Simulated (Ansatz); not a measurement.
Gas-phase electronic energies from Ansatz, PBE0-D4/def2-TZVP geometries. CCSD(T)/CBS is the MP2 limit (def2-TZVPP, def2-QZVPP) plus CCSD(T) − MP2 in def2-TZVPP, frozen cores. This one scheme is used for every species, atoms too. For atomizations the MP2-based limit and the directly extrapolated one differ by several kJ/mol either way, and by 10 to 25 for some Ge, Se and Sn compounds, so smaller differences from it don't rank the levels. Functionals use def2-TZVPP. B3LYP here is the variant with VWN-RPA as its local correlation; programs differ in this. HSE06 is defined as in plane-wave codes. Open shells (•) are unrestricted, without spin–orbit coupling. Spin–orbit coupling would lower the free atoms: a little for Cl, Si; clearly for Ge. For Ge outer-core shells are correlated without core-valence functions, so the limit isn't a true one: a few kJ/mol of doubt a bond, and 10 to 20 or more in all where bonds break to atoms. Scalar relativity is left out up to krypton. Each species was taken in one conformer, which may not be the lowest.

Reaction (atomization): `Cl[Si](Cl)(Cl)[GeH]([Si](Cl)(Cl)Cl)[Si](Cl)(Cl)Cl` → 9 Cl• + Ge• + H• + 3 Si•

```csv
level,ΔE (eV),difference from CCSD(T)/CBS
PBE-D4,48.18,0.86
r2SCAN0-D4,47.08,-0.24
HSE06-D4,47.65,0.33
CAM-B3LYP-D4,46.12,-1.20
B3LYP,44.20,-3.12
MP2/def2-TZVPP,47.81,0.49
CCSD/def2-TZVPP,44.00,-3.32
MP2/def2-QZVPP,48.98,1.66
HF/CBS(def2),33.89,-13.43
MP2/CBS(def2),49.83,2.51
CCSD(T)/CBS,47.32,0
```

Largest T1 diagnostic among the species: 0.012.

Leaving LDA and LC-ωPBE aside and taking each functional with its dispersion term where it has one, the values, not all of them listed here, spread over 3.03 eV, from BHLYP-D4 to B97M-V. LDA lies +7.42 eV from PBE without D4, its usual overbinding. At CCSD(T), def2-SVP lies −5.42 eV from the extrapolated value and def2-TZVPP −2.02 eV: correlation converges slowly with the basis, and small sets miss more of it in the bonded molecule than in its fragments.
